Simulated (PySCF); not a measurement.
**P2H4O7**

P2H4O7 is a molecule drawn as a unit of a network glass or zeolite (built as: P P, H ends, O bridges), neutral, singlet. The structure, one conformer, was relaxed in the gas phase by PBE0-D3(BJ)/def2-SVP. No frequency run checks that it is a minimum.

SMILES: O=P(O)(O)OP(=O)(O)O

```
atom   x (Å)   y (Å)   z (Å)
  O1   0.582  -0.626  -1.727
  P2   1.274  -0.206  -0.478
  O3   1.816   1.270  -0.352
  O4   2.521  -1.077  -0.037
  O5   0.208  -0.338   0.767
  P6  -1.166   0.530   0.498
  O7  -0.789   1.934   0.215
  O8  -1.906  -0.311  -0.630
  O9  -2.052   0.308   1.789
 H10   1.039   1.865  -0.201
 H11   2.545  -1.913  -0.521
 H12  -1.239  -0.530  -1.329
 H13  -2.505  -0.546   1.796
```

Shieldings: GIAO PBE0/pcSseg-1. Shifts are against computed references at the same level: H TMS (σ 31.27 ppm). Core levels by delta-SCF with SCAN, pcX-2 on the ionised atom and pcseg-1 elsewhere, spin-free X2C (2p3/2 is the spin-free 2p value less a third of a first-order spin-orbit splitting); from the vacuum level, for chosen atoms.

(1) Give the shieldings and core levels atom by atom.

(2) Which of O5, O7, O8, O9 holds its core electrons tightest, and by how much against the loosest?

(3) By CAM-B3LYP/def2-SVPD (TDDFT singlets, Tamm-Dancoff triplets, ionisation by delta-SCF), where does absorption start, and what does vertical ionisation take?

Answers

(1) 
```tsv
atoms	bonded to	σ (ppm)	δ (ppm)	core level (eV)
O1	1 P	157.6	-	-
P2	4 O	310.5	-	-
O3	1 P + 1 H	211.9	-	-
O4	1 P + 1 H	226.2	-	-
O5	2 P	127.8	-	1s 539.83
P6	4 O	317.6	-	2p3/2 141.08
O7	1 P	167.0	-	1s 537.96
O8	1 P + 1 H	208.3	-	1s 539.99
O9	1 P + 1 H	233.3	-	1s 540.83
H10	1 O	23.72	7.55	-
H11	1 O	27.57	3.70	-
H12	1 O	23.64	7.63	-
H13	1 O	27.46	3.81	-
```

Values are those of this one static structure; atoms that internal rotation interchanges would show their mean in an NMR spectrum.

(2) O9 (bonded to 1 P + 1 H), by 2.87 eV over O7 (bonded to 1 P).

(3) The lowest singlet lies at 8.03 eV (f 0.013), the strongest of the first 6 at 8.51 eV (f 0.062), the lowest triplet at 7.75 eV; vertical ionisation takes 11.78 eV.

The 3 runs behind this took 8.1 min in all, one thread each of Arm Neoverse V2 on a shared host, launched as `OMP_NUM_THREADS=1 python cluster_run.py task.json out`.
